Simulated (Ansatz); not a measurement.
Frontier orbitals of C6H16O4Ti, SMILES `CC(C)[O][Ti]([OH])([OH])[O]C(C)C`.

Z-matrix (Å, degrees):
```
Ti
O 1 1.779
O 1 1.816 2 109.8
O 1 1.779 2 109.9 3 -119.2
O 1 1.814 2 109.0 3 121.3
C 1 3.053 2 114.4 3 -134.3
C 2 1.403 1 150.3 3 80.0
H 3 0.957 1 127.8 2 -123.0
H 5 0.958 1 127.8 2 1.7
C 6 1.516 1 100.6 2 -46.5
C 6 1.516 1 100.1 2 -161.7
H 6 1.098 1 125.4 2 76.0
C 7 1.516 2 110.0 1 62.8
C 7 1.516 2 109.9 1 -61.5
H 7 1.099 2 106.7 1 -179.2
H 10 1.091 6 110.6 1 73.2
H 10 1.093 6 110.7 1 -166.5
H 10 1.093 6 110.0 1 -46.8
H 11 1.093 6 110.7 1 165.8
H 11 1.093 6 110.0 1 45.7
H 11 1.092 6 110.6 1 -74.1
H 13 1.093 7 110.1 2 -62.7
H 13 1.093 7 110.7 2 177.3
H 13 1.092 7 110.6 2 57.1
H 14 1.094 7 110.2 2 64.8
H 14 1.091 7 110.5 2 -54.9
H 14 1.093 7 110.7 2 -175.3
```

Charge 0, multiplicity 1. Correlated methods include outer-core shells of Ti, which these sets cover unevenly. Scalar relativity is left out up to krypton. The geometry is a stationary point of PBE0-D4/def2-TZVP. It is one conformer, not always the lowest. Basis def2-TZVPP, Ansatz.

Orbital energies of one run (eV). Highest occupied ones, from the top: -8.01, -8.26, -8.43, -8.80, -8.92, -9.64, -9.68, -10.05, -10.26, -10.39, -10.54, -10.60, -11.16, -11.20. Empty: -0.79, -0.52, 0.15, 0.29, 0.44, 0.77.

**Question.** Which functional gave them?
A. ωB97M-V
B. r2SCAN0
C. HSE06 (plane-wave form)
D. B97M-V

**Answer.** B. HOMO energies: r2SCAN0 -8.01, HSE06 -7.38, ωB97M-V -10.14, B97M-V -6.74 eV.
